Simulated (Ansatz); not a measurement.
Program: Ansatz. Geometries: PBE0-D4/def2-TZVP. ΔE: electronic, gas phase. CCSD(T)/CBS is the MP2 limit (def2-TZVPP, def2-QZVPP) plus CCSD(T) − MP2 in def2-TZVPP, frozen cores. This one scheme is used for every species. Functionals use def2-TZVPP. B3LYP here is the variant with VWN-RPA as its local correlation; programs differ in this. One conformer a species, not always the lowest.

Consider the hydrogenolysis of a B–Al bond: `B[SiH2][B](O)[AlH2]` + H₂ → `B[SiH2]BO` + `[AlH3]`.

```tsv
level	ΔE (kcal/mol)
B3LYP-D4	-13.7
ωB97M-V	-15.0
B2PLYP	-16.4
PBE0	-11.7
CCSD/def2-TZVPP	-17.7
HF/def2-QZVPP	-28.3
MP2/def2-QZVPP	-15.5
CCSD/CBS(def2)	-16.9
```

(1) What does CCSD(T)/CBS give? (An estimate is asked.)

Largest T1 diagnostic among the species: 0.020, so the coupled-cluster value is less sure than usual.

Answers

(1) Ansatz gave: -14.2 kcal/mol. The listed levels differ from it by 0.5, -0.8, -2.2, 2.5, -3.5, -14.1, -1.3, -2.7 kcal/mol.

In def2-TZVPP, CCSD(T) changes the Hartree–Fock value by +13.3 kcal/mol (the triples alone add +2.7 kcal/mol) and MP2 by +12.4 kcal/mol. From PBE to PBE0 (25 % exact exchange), in def2-TZVPP and without D4, ΔE moves by −4.1 kcal/mol.
